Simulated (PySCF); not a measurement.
**Which determinant of LiHg lies lowest?**

Unrestricted PBE0; PySCF, scalar-relativistic core potentials, basis sets Li cc-pVDZ, Hg cc-pVDZ-PP with ECP60. Outer shells of the fragments: Li 2s1; Hg 5d10 6s2.

Followed along the bond (rough minima from three points):

```csv
2Ms+1,unpaired,⟨S²⟩ at the start,R at minimum (Å),Te (eV)
2,σ ↑,0.75,3.03,0.00
4,"σ ↑↑, π ↑",3.75,2.92,4.72
2,π ↑,0.75,none in the scan,≤ 0.97
```

Solutions found at the starting distance of 2.660 Å, counted from the lowest of them; the search is not exhaustive and high or unbound solutions are not listed, so other states can lie among these:

```json
{"2Ms+1": "2", "unpaired": "σ ↑", "term": "²Σ⁺", "E (eV)": "0.00", "⟨S²⟩": "0.75", "⟨Lz²⟩": "0.00", "μ (D)": "-0.12"}
{"2Ms+1": "2", "unpaired": "π ↑", "term": "²Π", "E (eV)": "0.96", "⟨S²⟩": "0.75", "⟨Lz²⟩": "1.00", "μ (D)": "-2.69"}
{"2Ms+1": "4", "unpaired": "σ ↑↑, π ↑", "term": "⁴Π", "E (eV)": "4.71", "⟨S²⟩": "3.75", "⟨Lz²⟩": "1.01", "μ (D)": "-2.67"}
{"2Ms+1": "2", "unpaired": "σ ↑↑, π ↓", "term": "mixed", "E (eV)": "5.51", "⟨S²⟩": "1.75", "⟨Lz²⟩": "1.00", "μ (D)": "-2.46"}
{"2Ms+1": "4", "unpaired": "σ ↑↑↑", "term": "⁴Σ⁺", "E (eV)": "5.59", "⟨S²⟩": "3.75", "⟨Lz²⟩": "0.00", "μ (D)": "5.18"}
{"2Ms+1": "4", "unpaired": "σ ↑, π ↑↑", "term": "⁴Σ⁻", "E (eV)": "5.61", "⟨S²⟩": "3.75", "⟨Lz²⟩": "0.00", "μ (D)": "-3.41"}
{"2Ms+1": "4", "unpaired": "σ ↑, π ↑↑", "term": "mixed", "E (eV)": "7.51", "⟨S²⟩": "3.75", "⟨Lz²⟩": "2.02", "μ (D)": "2.13"}
{"2Ms+1": "4", "unpaired": "σ ↑, π ↑↑", "term": "mixed", "E (eV)": "9.21", "⟨S²⟩": "3.75", "⟨Lz²⟩": "2.00", "μ (D)": "-3.77"}
{"2Ms+1": "4", "unpaired": "σ ↑, π ↑, δ ↑", "term": "mixed", "E (eV)": "9.21", "⟨S²⟩": "3.75", "⟨Lz²⟩": "3.58", "μ (D)": "-3.56"}
{"2Ms+1": "4", "unpaired": "σ ↑, π ↑, δ ↑", "term": "mixed", "E (eV)": "9.34", "⟨S²⟩": "3.75", "⟨Lz²⟩": "5.01", "μ (D)": "-3.18"}
```

A term symbol is given only where ⟨S²⟩ and ⟨Lz²⟩ are close to those of a pure state; real π, δ and φ orbitals otherwise mix terms. A positive dipole means Li(−)Hg(+).

Spin–orbit coupling is left out. Counting both spins, an empty level lies below a filled one in some of these solutions, because spin and occupation are held.
